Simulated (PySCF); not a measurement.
AlO, doublet, geometry from GFN2-xTB (such geometries of metal compounds can be far from the true shape). Base run: PBE/cc-pVDZ (PySCF).

Input for PySCF:
```python
from pyscf import gto, scf, dft

mol = gto.M(
    atom='''
Al   -0.00000000   -0.00000000   -0.59815116
O     0.00000000    0.00000000    0.97199563
''',
    basis='cc-pvdz',
    spin=1,
    verbose=4,
)

mf = dft.UKS(mol)
mf.xc = 'pbe'
mf.kernel()
mo_i, mo_e, stable_i, stable_e = mf.stability(internal=True, external=False, return_status=True, nroots=6, tol=1e-6)
print('internally stable:', stable_i, ' externally stable:', stable_e)
if not stable_i:
    umf = mf.copy()
    umf.scf_summary = {}
    umf.kernel(umf.make_rdm1(mo_i, mf.mo_occ))
mf.analyze()
```

The bond that is stretched is that between atoms 2 and 1. A test that says stable can miss a lower solution.

Variants of this job, named by their change:

```json
[
 {"change": "base", "ΔE vs base (eV)": "0.00", "<S^2>": "0.754", "E after following the instability (Eh)": "-", "<S^2> there": "-", "stability test says": "internally stable (external not tested)", "outcome": "converged"},
 {"change": "bond × 1.25", "ΔE vs base (eV)": "0.73", "<S^2>": "0.755", "E after following the instability (Eh)": "-317.37145", "<S^2> there": "0.77", "stability test says": "internal instability", "outcome": "converged"},
 {"change": "bond × 1.5", "ΔE vs base (eV)": "1.72", "<S^2>": "0.767", "E after following the instability (Eh)": "-", "<S^2> there": "-", "stability test says": "internally stable (external not tested)", "outcome": "converged"},
 {"change": "bond × 1.8", "ΔE vs base (eV)": "2.93", "<S^2>": "0.859", "E after following the instability (Eh)": "-317.28693", "<S^2> there": "0.86", "stability test says": "internal instability", "outcome": "converged"},
 {"change": "bond × 2.2", "ΔE vs base (eV)": "3.94", "<S^2>": "1.141", "E after following the instability (Eh)": "-", "<S^2> there": "-", "stability test says": "internally stable (external not tested)", "outcome": "converged"},
 {"change": "bond × 3.0", "ΔE vs base (eV)": "-", "<S^2>": "-", "E after following the instability (Eh)": "-", "<S^2> there": "-", "stability test says": "-", "outcome": "not converged"}
]
```

On stretching, the SCF can end on different states; <S^2> shows the spin contamination of each.
